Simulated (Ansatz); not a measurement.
`C[CH2][AlH][Br]` + H₂Se → `C[CH2][AlH][SeH]` + HBr at 400 K and 1 bar (ligand exchange at the Al–Br bond).

Computed with Ansatz on PBE0-D4/def2-TZVP structures; ΔE is electronic, products minus reactants. CCSD(T)/CBS is the MP2 limit (def2-TZVPP, def2-QZVPP) plus CCSD(T) − MP2 in def2-TZVPP, frozen cores. For Br, Se outer-core shells are correlated without core-valence functions, which leaves a few kJ/mol of doubt a bond. Scalar relativity is left out up to krypton. One conformer a species, not always the lowest.

```csv
species,CCSD(T)/CBS energy (Eh),H − E (kJ/mol),S (J/(mol·K))
`C[CH2][AlH][Br]`,-2895.11728,221.0,384.6
H₂Se,-2401.89790,49.4,229.5
`C[CH2][AlH][SeH]`,-2723.08028,243.4,393.0
HBr,-2573.91920,27.6,207.2
```

H − E and S are ideal-gas, rigid-rotor, harmonic terms from PBE0-D4/def2-TZVP, for one conformer and one mirror image of each species. 1 Eh = 2625.50 kJ/mol, R = 8.31446 J/(mol·K).

Q: By hand: ΔE, ΔH, ΔS and ΔG.

A: ΔE = (-2723.08028) + (-2573.91920) − (-2895.11728) − (-2401.89790) = 0.01570 Eh = 41.2 kJ/mol. Δ(H − E) = 243.4 + 27.6 − 221.0 − 49.4 = 0.6, so ΔH = 41.8 kJ/mol. ΔS = 393.0 + 207.2 − 384.6 − 229.5 = -13.9 J/(mol·K). ΔG = 41.8 − 400 × (-13.9)/1000 = 47.4 kJ/mol.

Q: By hand: the equilibrium constant, and the temperature at which ΔG would vanish if ΔH and ΔS stayed fixed.

A: log₁₀ K = −ΔG/(RT ln 10) = -6.2. ΔH and −TΔS have one sign here, so there is no such temperature.

The number of gas molecules stays the same, so ΔS is small and ΔH decides. A doubt of 5 kJ/mol in ΔE shifts log₁₀ K by 0.7 here. Other conformers and mirror images would add mixing entropy, several J/(mol·K) or more a flexible species. Modes under 60 cm⁻¹, often nearly free rotors, make the harmonic entropy too high. These are equilibria of isolated gas molecules and say nothing of rates. Largest T1 diagnostic: 0.009 (customary marks: 0.02 for closed shells, 0.045 for open ones).
